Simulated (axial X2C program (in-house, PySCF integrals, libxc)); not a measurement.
# InCl at several levels of theory

All values were computed with an axial X2C code built on PySCF integrals. Spin-free means the one-electron spin-free X2C Hamiltonian; two-component (2c) means X2C with spin–orbit coupling and atomic mean-field two-electron Coulomb and Gaunt terms, so the difference of the two also holds small scalar two-electron terms. Basis: In dyall-cv3z [11s12p9d4f1g], Cl dyall-av3z [9s8p3d2f] (cores contracted in-house); Gaussian nuclei, density fitting, unrestricted open shells. Masses: In 114.904 u, Cl 34.969 u.

Input file and command:
```json
{"zs": [49, 17], "q": 0, "bas": ["dyall-cv3z", "dyall-av3z"], "levels": ["PBE0", "HF", "B97-3"], "cc": true, "r0": 2.41, "thr": -1.0, "nmax": 90, "npts": 10, "nst": 2, "ntry": 6}
```
```bash
python so2c.py task.json out
```

Keys: zs atomic numbers; q charge; bas basis sets; levels methods; cc coupled cluster on or off; r0 starting distance in Å; thr threshold in hartree for freezing inner shells (an s shell follows its p shell); nmax most natural virtual spinors; npts points on the curve; nst determinants followed; ntry starts of the search. HF also brings MP2.

State, spin-free: M_S = 0, Λ = 0 (closed shell); electrons by block: σα: 15, σβ: 15, π+α: 7, π+β: 7, π-α: 7, π-β: 7, δ+α: 2, δ+β: 2, δ-α: 2, δ-β: 2. Fragments: In + Cl.

State, 2c: Ω = 0 (closed shell); electrons by block: 1/2: 22, -1/2: 22, 3/2: 9, -3/2: 9, 5/2: 2, -5/2: 2. Fragments: In + Cl.

```tsv
Hamiltonian	level	Re (Å)	ωe (cm⁻¹)	ωexe (cm⁻¹)	Be (cm⁻¹)	αe (cm⁻¹)	De (eV)	D0 (eV)	k (mdyn/Å)	μ (D)
spin-free	PBE0	2.418	309.8	1.01	0.1075	0.000513	4.56	4.54	1.52	-3.54
spin-free	HF	2.435	306.5	1.06	0.106	0.000524	3.39	3.37	1.48	-3.70
spin-free	MP2	2.438	309.1	0.986	0.1058	0.000498	4.69	4.67	1.51	n/a
spin-free	CCSD	2.440	307.6	1	0.1057	0.000503	4.40	4.38	1.49	n/a
spin-free	CCSD(T)	2.442	306.9	0.985	0.1054	0.000498	4.50	4.48	1.49	n/a
spin-free	B97-3	2.444	299.0	0.999	0.1052	0.000509	4.60	4.58	1.41	-3.79
2c	PBE0	2.418	309.8	1.01	0.1075	0.000513	n/a	n/a	1.52	-3.53
2c	HF	2.435	306.5	1.06	0.106	0.000523	3.15	3.13	1.48	-3.69
2c	MP2	2.438	309.0	0.986	0.1058	0.000498	4.49	4.48	1.51	n/a
2c	CCSD	2.440	307.5	1	0.1056	0.000503	4.21	4.19	1.49	n/a
2c	CCSD(T)	2.442	306.8	0.984	0.1054	0.000498	4.31	4.29	1.49	n/a
2c	B97-3	2.445	298.9	1	0.1052	0.000509	n/a	n/a	1.41	-3.78
```

Correlated methods: 10 electrons correlated (number of frozen shells: In 4 s, 3 p, 2 d; Cl 2 s, 1 p), 258 virtual spin orbitals or spinors in MP2, 90 natural virtuals in coupled cluster.

Dipoles are positive if Cl is the positive end.

One determinant describes the state; a PBE0 search over occupations chose it and may have missed a lower one. Closed shells are restricted here (equal orbitals for both partners); the stretched side of such a curve lies too high. Dissociation energies refer to the lowest single-determinant-based atoms at the same level and basis. De is not given where an atomic determinant may have missed its ground term or J level, or where the truncated virtual space spoils (T). CCSD and (T) use frozen natural virtuals with an MP2 correction for the truncation; (T) itself is uncorrected, so its De runs slightly low. Without a current term, density functionals place determinants with orbital angular momentum somewhat too high. With the outer-core shells frozen, correlated bond lengths of heavy atoms tend to come out a few hundredths of an ångström too long.

Rough cost a point (2c) on 1 thread(s) of a shared host, integrals apart: PBE0 0.6 s, HF 0.4 s, CCSD(T) 4 s, B97-3 0.6 s.

The whole task took 96 s on 1 thread of INTEL(R) XEON(R) PLATINUM 8581C CPU @ 2.30GHz (Emerald Rapids), on a shared host.
